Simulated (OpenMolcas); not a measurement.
Ag3+ (d8) among equal point charges was computed by CASSCF with the d shell active (OpenMolcas, ANO-RCC-VTZP on the metal). Its lowest spin-free states, and all those of the highest spin:

```
2S+1  Degeneracy  E (cm-1)
   3           1       0.0
   3           2      2035
   3           1      5269
   1           1      6281
   3           2      8713
   1           1     10555
   3           1     10853
   1           1     15981
   1           2     17122
   1           1     19927
   3           1     23069
   1           1     24945
   3           2     33989
```

Question: Is the site octahedral, tetrahedral or cube-like, axial, or of lower symmetry?

Answer: The states with 2S+1 = 3 have orbital degeneracies 1, 2, 1, 2, 1, 1, 2. There are pairs but no triples, so the site is axial: not cubic, but with a proper or improper axis of order three or more. The run had Ag3+ among 4 point charges of -2.5 e arranged as a square (D4h), 2.07 Å from the ion.

Without dynamic correlation the repulsion within the d shell is too large (B by tens of per cent), so at a given field states of lower spin stand too high. This shell can be high or low spin here, a state of another spin lies low, and with metal d orbitals alone active their balance is uncertain, so the ground spin may be wrong. Point charges give a weaker field than real ligands, and real ions of this kind are as a rule low spin; the high spin found here belongs to the model. This is an electrostatic model: the charges have no orbitals. No measured value stands beside these numbers.
